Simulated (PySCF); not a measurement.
Species: C2H6GeOS.
Atom-mapped SMILES: `[CH3:1][C:2](=[O:3])[GeH2:4][SH:5]` (hydrogens: H6, H7, H8 on C1; H9, H10 on Ge4; H11 on S5)

Computed by this run: PySCF, PBE0-D3(BJ)/def2-SVP geometry optimisation, gas phase; density fitting, grid level 1; the optimiser is geomeTRIC in internal coordinates, started from a GFN2-xTB structure with every atom displaced at random (about 0.01 Å).

Step 0: E = -71543.5835 eV
```
atom  x, y, z in Å  |  force x, y, z in eV/Å
C1     -1.6107   -0.2398   -0.0382   -0.595   1.784  -0.520
C2     -0.2084   -0.3428    0.3659    1.023   0.658  -0.618
O3      0.1755   -1.0763    1.2232    0.538  -0.727   0.924
Ge4     1.1762    0.8267   -0.6189   -1.100   0.005   0.403
S5      3.1026    0.3676    0.2424    0.930   0.037   0.127
H6     -1.9468    0.8260    0.0875    0.190  -0.601  -0.104
H7     -1.7013   -0.4509   -1.1023   -0.091  -0.126  -0.452
H8     -2.2539   -0.8711    0.5343   -0.595  -0.794   0.627
H9      1.1221    0.5672   -2.0922    0.029  -0.310  -0.852
H10     0.8041    2.2981   -0.4826   -0.059   0.370   0.195
H11     2.5490   -0.5076    1.0941   -0.271  -0.296   0.271
```

Step 1: E = -71543.7211 eV
```
atom  x, y, z in Å  |  force x, y, z in eV/Å
C1     -1.5921   -0.2217   -0.0395    0.017  -0.173   0.133
C2     -0.1405   -0.3140    0.3473   -0.265  -0.067   0.054
O3      0.2668   -1.0418    1.2189   -0.010   0.063  -0.098
Ge4     1.1531    0.8640   -0.6548    0.209  -0.014  -0.163
S5      3.0809    0.3087    0.2999   -0.084   0.045  -0.053
H6     -1.9341    0.8140    0.1014   -0.042   0.087  -0.015
H7     -1.7026   -0.4542   -1.1110   -0.017   0.004   0.001
H8     -2.2144   -0.9033    0.5649    0.121   0.056  -0.070
H9      1.1064    0.5328   -2.1812    0.035   0.087   0.333
H10     0.7857    2.3571   -0.4503    0.052  -0.152  -0.035
H11     2.3990   -0.5444    1.1175   -0.017   0.064  -0.086
```

Question: Estimate the geometry and energy of step 2. (The exact step hangs on the optimiser's Hessian estimate; all steps are aligned on step 1, rigid shifts and turns removed.)

Answer: E = -71543.7313 eV, largest force 0.137 eV/Å
```
atom  x, y, z in Å  |  force x, y, z in eV/Å
C1     -1.6031   -0.2250   -0.0358    0.011   0.047  -0.007
C2     -0.1519   -0.3108    0.3440   -0.136   0.001  -0.012
O3      0.2476   -1.0429    1.2142    0.123   0.019  -0.017
Ge4     1.1680    0.8629   -0.6525    0.033  -0.064   0.045
S5      3.0931    0.3182    0.2942   -0.054   0.013  -0.015
H6     -1.9565    0.8103    0.1041   -0.005  -0.014  -0.018
H7     -1.7208   -0.4612   -1.1058   -0.011   0.006  -0.005
H8     -2.2077   -0.9124    0.5728    0.032  -0.002  -0.001
H9      1.1342    0.5409   -2.1599    0.006  -0.003   0.004
H10     0.8114    2.3488   -0.4570   -0.006   0.020   0.006
H11     2.3941   -0.5316    1.0950    0.009  -0.023   0.020
```

The energy changes by -0.0101 eV. The first-order estimate −F·Δx gives -0.0216 eV and the mean of the old and new forces, exact on a quadratic surface, -0.0102 eV. The step makes an angle of 62° with the force vector and moves no atom by more than 0.036 Å.

The cost below is that of the whole optimisation. Hardware: an Arm Neoverse V2 with one thread, no GPU, shared host with 32 logical CPUs at a one-minute load of 21. Cost: 34 s wall, 0.52 GiB resident at most.
